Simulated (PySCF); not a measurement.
Isomers of C4H10OSi.

All values: B3LYP/def2-SVPD (PySCF) at GFN2-xTB geometries, gas phase, one conformer each. Core orbitals are frozen in the response; Δα² is half the sum of the squared differences of the principal polarisabilities.

(1) Rank by HOMO energy, highest first.
A. `[CH3:1][SiH2:2][CH2:3][CH2:4][CH:5]=[O:6]` with C1–Si2–C3–C4 180°, Si2–C3–C4–C5 180°, C3–C4–C5–O6 -126°
B. `[SiH3:1][O:2][CH2:3][CH:4]1[CH2:5][CH2:6]1` with Si1–O2–C3–C4 178°, O2–C3–C4–C5 -86°
C. `[OH:1][SiH:2]1[CH2:3][CH2:4][CH2:5][CH2:6]1` with H–O1–Si2–C3 55°, O1–Si2–C3–C4 -109°, Si2–C3–C4–C5 -36°, C3–C4–C5–C6 51°, C4–C5–C6–Si2 -39°
D. `[CH2:1]=[CH:2][CH2:3][SiH2:4][O:5][CH3:6]` with C1–C2–C3–Si4 105°, C2–C3–Si4–O5 62°, C3–Si4–O5–C6 -179°
E. `[CH3:1][O:2][C@H:3]1[CH2:4][CH2:5][SiH2:6]1` with C1–O2–C3–C4 -178°, O2–C3–C4–C5 133°, C3–C4–C5–Si6 -12°, C4–C5–Si6–C3 10°, O2–C3–Si6–C5 -124°
F. `[CH3:1][C@@H:2]1[CH2:3][CH2:4][O:5][SiH2:6]1` with C1–C2–C3–C4 -160°, C2–C3–C4–O5 39°, C3–C4–O5–Si6 -24°, C4–O5–Si6–C2 2°

(2) Rank by dipole moment, lowest first.
A. `[CH2:1]=[CH:2][CH2:3][CH2:4][SiH2:5][OH:6]` with C1–C2–C3–C4 -116°, C2–C3–C4–Si5 180°, C3–C4–Si5–O6 179°, C4–Si5–O6–H 53°
B. `[CH2:1]=[C:2]([CH3:3])[CH2:4][O:5][SiH3:6]` with C1–C2–C4–O5 -120°, C2–C4–O5–Si6 179°
C. `[CH2:1]=[CH:2][O:3][SiH:4]([CH3:5])[CH3:6]` with C1–C2–O3–Si4 171°, C2–O3–Si4–C5 -62°
D. `[CH3:1][SiH2:2][CH2:3][CH2:4][CH:5]=[O:6]` with C1–Si2–C3–C4 180°, Si2–C3–C4–C5 180°, C3–C4–C5–O6 -126°
E. `[CH2:1]=[CH:2][CH2:3][CH2:4][O:5][SiH3:6]` with C1–C2–C3–C4 -123°, C2–C3–C4–O5 -66°, C3–C4–O5–Si6 177°
F. `[CH3:1][C@@H:2]1[CH2:3][CH2:4][O:5][SiH2:6]1` with C1–C2–C3–C4 -160°, C2–C3–C4–O5 39°, C3–C4–O5–Si6 -24°, C4–O5–Si6–C2 2°

## Answers

(1) E (-6.53 eV), D (-6.84 eV), A (-7.15 eV), C (-7.41 eV), F (-7.57 eV), B (-7.75 eV).

(2) B (0.81 D), E (0.97 D), C (1.21 D), A (1.36 D), F (1.65 D), D (3.26 D).

All values together:

```
            SMILES  μ (D)  HOMO (eV)  LUMO (eV)  α (Å³)  Δα (Å³)
      C=CCCO[SiH3]   0.97      -7.24      -0.15   11.95     4.31
 CO[C@H]1CC[SiH2]1   1.00      -6.53      -0.14   11.81     2.61
      C[SiH2]CCC=O   3.26      -7.15      -1.06   11.98     4.44
      C=CCC[SiH2]O   1.36      -7.23      -0.16   11.94     4.89
      O[SiH]1CCCC1   1.67      -7.41      -0.03   10.97     1.84
     [SiH3]OCC1CC1   0.99      -7.75       0.04   11.41     3.01
C[C@@H]1CCO[SiH2]1   1.65      -7.57       0.11   11.03     1.89
    C=C(C)CO[SiH3]   0.81      -7.22      -0.26   11.93     3.74
     C=CO[SiH](C)C   1.21      -6.56       0.34   12.02     3.82
      C=CC[SiH2]OC   1.02      -6.84      -0.13   12.00     4.25
```

Conformers: `[CH2:1]=[CH:2][CH2:3][CH2:4][O:5][SiH3:6]` with C1–C2–C3–C4 -123°, C2–C3–C4–O5 -66°, C3–C4–O5–Si6 177°; `[CH3:1][O:2][C@H:3]1[CH2:4][CH2:5][SiH2:6]1` with C1–O2–C3–C4 -178°, O2–C3–C4–C5 133°, C3–C4–C5–Si6 -12°, C4–C5–Si6–C3 10°, O2–C3–Si6–C5 -124°; `[CH3:1][SiH2:2][CH2:3][CH2:4][CH:5]=[O:6]` with C1–Si2–C3–C4 180°, Si2–C3–C4–C5 180°, C3–C4–C5–O6 -126°; `[CH2:1]=[CH:2][CH2:3][CH2:4][SiH2:5][OH:6]` with C1–C2–C3–C4 -116°, C2–C3–C4–Si5 180°, C3–C4–Si5–O6 179°, C4–Si5–O6–H 53°; `[OH:1][SiH:2]1[CH2:3][CH2:4][CH2:5][CH2:6]1` with H–O1–Si2–C3 55°, O1–Si2–C3–C4 -109°, Si2–C3–C4–C5 -36°, C3–C4–C5–C6 51°, C4–C5–C6–Si2 -39°; `[SiH3:1][O:2][CH2:3][CH:4]1[CH2:5][CH2:6]1` with Si1–O2–C3–C4 178°, O2–C3–C4–C5 -86°; `[CH3:1][C@@H:2]1[CH2:3][CH2:4][O:5][SiH2:6]1` with C1–C2–C3–C4 -160°, C2–C3–C4–O5 39°, C3–C4–O5–Si6 -24°, C4–O5–Si6–C2 2°; `[CH2:1]=[C:2]([CH3:3])[CH2:4][O:5][SiH3:6]` with C1–C2–C4–O5 -120°, C2–C4–O5–Si6 179°; `[CH2:1]=[CH:2][O:3][SiH:4]([CH3:5])[CH3:6]` with C1–C2–O3–Si4 171°, C2–O3–Si4–C5 -62°; `[CH2:1]=[CH:2][CH2:3][SiH2:4][O:5][CH3:6]` with C1–C2–C3–Si4 105°, C2–C3–Si4–O5 62°, C3–Si4–O5–C6 -179°.
